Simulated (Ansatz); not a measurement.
fac-CrBr3(PH3)3 (CrP₃H₉Br₃). Total charge 0; quartet. Geometry PBE0-D4/def2-SVP; atoms count from 1.

```tsv
atom	x (Å)	y (Å)	z (Å)
Cr1	-0.290	0.677	-0.626
Br2	0.717	0.546	-2.844
P3	-1.124	0.551	1.651
H4	-0.245	0.691	2.761
H5	-1.851	-0.589	2.095
H6	-2.055	1.570	1.940
Br7	-2.681	0.696	-1.107
P8	2.028	0.421	0.049
H9	2.878	1.355	-0.580
H10	2.738	-0.784	-0.215
H11	2.413	0.604	1.407
Br12	0.155	2.978	0.047
P13	-0.592	-1.699	-1.028
H14	-1.236	-1.960	-2.255
H15	-1.386	-2.493	-0.153
H16	0.531	-2.564	-1.143
```

(1) Estimate the Mulliken populations from the PBE0/def2-TZVP orbitals of Ansatz.

(2) Where does the spin sit?

(3) And the Mayer bond orders between heavy atoms (over 0.3)?

## Answers

(1) 
```csv
atom,charge (e),spin (α − β),d electrons
Cr1,-0.01,3.24,4.78
Br2,-0.30,0.01,–
P3,-0.04,-0.09,–
H4,0.10,0.00,–
H5,0.10,0.00,–
H6,0.15,0.01,–
Br7,-0.30,0.01,–
P8,-0.04,-0.09,–
H9,0.15,0.01,–
H10,0.10,0.00,–
H11,0.10,0.00,–
Br12,-0.30,0.01,–
P13,-0.04,-0.09,–
H14,0.15,0.01,–
H15,0.10,0.00,–
H16,0.10,0.00,–
```
Mulliken values depend strongly on the basis.

(2) Summed by element: Cr 3.24, Br 0.03, P -0.27, H 0.00, of 3 unpaired in all. Largest on single atoms: Cr1 3.24, P3 -0.09, P8 -0.09.

(3) Cr1–Br2 0.91 (2.44 Å); Cr1–P3 0.63 (2.43 Å); Cr1–Br7 0.91 (2.44 Å); Cr1–P8 0.63 (2.43 Å); Cr1–Br12 0.91 (2.44 Å); Cr1–P13 0.63 (2.43 Å).
